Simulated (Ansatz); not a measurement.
Isolated molecules relaxed with PBE0-D4/def2-TZVP in Ansatz; ΔE leaves out vibrations. CCSD(T)/CBS adds triple-zeta CCSD(T) − MP2 to the extrapolated MP2 energy (def2 sets, frozen cores). DFT in def2-TZVPP. For Ge outer-core shells are correlated without core-valence functions, which leaves a few kJ/mol of doubt a bond. Scalar relativity is left out up to krypton. Each species was taken in one conformer, which may not be the lowest.

Reaction (isomerisation): `C=C[S][GeH3]` → `C[C](=S)[GeH3]`

CCSD(T)/CBS gives +44.9 kJ/mol.

Task: Another level gave +43.3 kJ/mol. Which?
A. CCSD(T)/def2-TZVPP
B. PBE0/def2-TZVPP
C. HF/def2-TZVPP
D. B2PLYP/def2-TZVPP

Result: A. CCSD(T)/def2-TZVPP 43.3, B2PLYP 47.5, PBE0 52.9, HF/def2-TZVPP 61.9 kJ/mol.

Largest T1 diagnostic among the species: 0.014.

From PBE to PBE0 (25 % exact exchange), in def2-TZVPP and without D4, ΔE moves by +3.6 kJ/mol. In def2-TZVPP, CCSD(T) changes the Hartree–Fock value by −18.6 kJ/mol (the triples alone add −3.3 kJ/mol) and MP2 by −19.6 kJ/mol.

CCSD(T)/CBS has its own doubt, a few kJ/mol and more with outer-core shells, so smaller differences from it don't rank the levels.
